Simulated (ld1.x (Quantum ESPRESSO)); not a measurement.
# indium (In), TM: configuration errors across variants

indium, norm-conserving Troullier–Martins (Kleinman–Bylander form), made with ld1.x (Quantum ESPRESSO) 7.5 (PW91, fully relativistic). Core [Kr] 4d10, reference 5s1 5p0 (charge +2). Waves: 5p (bound, empty): rc 2.10 bohr; 5s (bound): rc 1.75 bohr. Local part: the s channel. Core correction: a·sin(br)/r model core inside 1.60 bohr.

Open shells are filled in proportion to 2j + 1 (rel_dist='average').

All-electron excitation energies from the reference (eV): (1) 5s2 5p1 -24.755; (2) 5s2 5p0 -19.325; (3) 5s2 5p0.5 -22.786; (4) 5s1 5p2 -18.894; (5) 5s2 5p1.3 -25.300; (6) 5s0 5p3 -12.772; (7) 5s1 5p1 -12.716.

A true bound ghost makes a file unfit for plane-wave use even where its test errors are small: the radial tests pick states by their node count and pass the ghost by.

Errors AE − PS in meV (a dash: test not solved or not reliable):

| change | (1) | (2) | (3) | (4) | (5) | (6) | (7) | bound ghosts |
| --- | --- | --- | --- | --- | --- | --- | --- | --- |
| base | -181 | -109 | -152 | -88 | -189 | -37 | -40 | none |
| all radii but the core radius scaled by about 0.74 (s 1.30, p 1.56 bohr) | -15 | +4.3 | -3.8 | -15 | -19 | +0.9 | +6.9 | p3/2, p1/2, s (extra level of the local part) |
| all radii but the core radius scaled by about 0.83 (s 1.44, p 1.74 bohr) | -148 | -83 | -121 | -84 | -157 | -36 | -37 | p3/2, p1/2 |
| all radii but the core radius scaled by about 0.87 (s 1.52, p 1.84 bohr) | -167 | -98 | -139 | -88 | -176 | -40 | -39 | p3/2, p1/2 |
| all radii but the core radius scaled by about 1.05 (s 1.84, p 2.20 bohr) | -181 | -109 | -153 | -88 | -190 | -37 | -40 | none |
| all radii but the core radius scaled by about 1.11 (s 1.94, p 2.32 bohr) | -182 | -109 | -153 | -88 | -190 | -37 | -40 | none |
| all radii but the core radius scaled by about 1.16 (s 2.04, p 2.44 bohr) | -182 | -109 | -153 | -88 | -190 | -37 | -40 | none |
| all radii but the core radius scaled by about 1.25 (s 2.18, p 2.62 bohr) | -182 | -110 | -153 | -88 | -191 | -37 | -40 | none |
| all radii but the core radius scaled by about 1.33 (s 2.32, p 2.80 bohr) | -183 | -110 | -154 | -89 | -191 | -37 | -41 | none |
| all radii but the core radius scaled by about 1.39 (s 2.44, p 2.92 bohr) | -183 | -110 | -155 | -90 | -192 | -38 | -42 | none |

Give the same row for: all radii but the core radius scaled by about 0.96 (s 1.68, p 2.02 bohr).

-179, -108, -151, -88, -187, -38, -40; bound ghosts: none.
